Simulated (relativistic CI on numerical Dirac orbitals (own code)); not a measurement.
Computed by Dirac-Coulomb-Breit CI, separate exchange-only KLI orbitals for each configuration, QED by a radiative potential, unscaled Slater integrals (own radial code, finite nucleus).

CI space: 1s2, 1s.2s, 1s.2p, 1s.3s, 1s.3p, 1s.3d, 1s.4s, 1s.4p, 1s.4d, 1s.4f, 1s.5s, 1s.5p, 1s.5d, 1s.5f, 1s.5g, 1s.6s, 1s.6p, 1s.6d, 2s2. Levels of other configurations are missing.

At this charge energies of transitions that change n are usually good to better than 1 %, and those within a shell (Δn = 0) to a few per cent.

Outline of the computed level scheme of Ta LXXII. Lowest level of each configuration: 1s2 1S_0 at 0.0 eV; 1s.2s 3S_1 at 57269.0 eV; 1s.2p 3P°_1 at 57382.5 eV; 1s.3s 3S_1 at 68341.5 eV; 1s.3p 3P°_1 at 68371.8 eV; 1s.3d 3D_2 at 68822.4 eV; 1s.4s 3S_1 at 72139.6 eV; 1s.4p 3P°_1 at 72151.8 eV; 1s.4d 3D_2 at 72340.6 eV.

Some strong electric-dipole decays among the lowest 27 levels: 1s.2p 1P°_1 → 1s2 1S_0 (2.1e+16 s⁻¹); 1s.2p 3P°_1 → 1s2 1S_0 (1.1e+16 s⁻¹); 1s.3p 1P°_1 → 1s2 1S_0 (6.0e+15 s⁻¹); 1s.3p 3P°_1 → 1s2 1S_0 (2.8e+15 s⁻¹); 1s.4p 1P°_1 → 1s2 1S_0 (2.5e+15 s⁻¹); 1s.3d 3D_3 → 1s.2p 3P°_2 (1.7e+15 s⁻¹); 1s.3d 3D_2 → 1s.2p 3P°_1 (1.6e+15 s⁻¹); 1s.3d 1D_2 → 1s.2p 1P°_1 (1.5e+15 s⁻¹).

LS names give the leading component of a level, which can be under half, so a name can repeat, a term be missing and a line seem to break the LS rules.
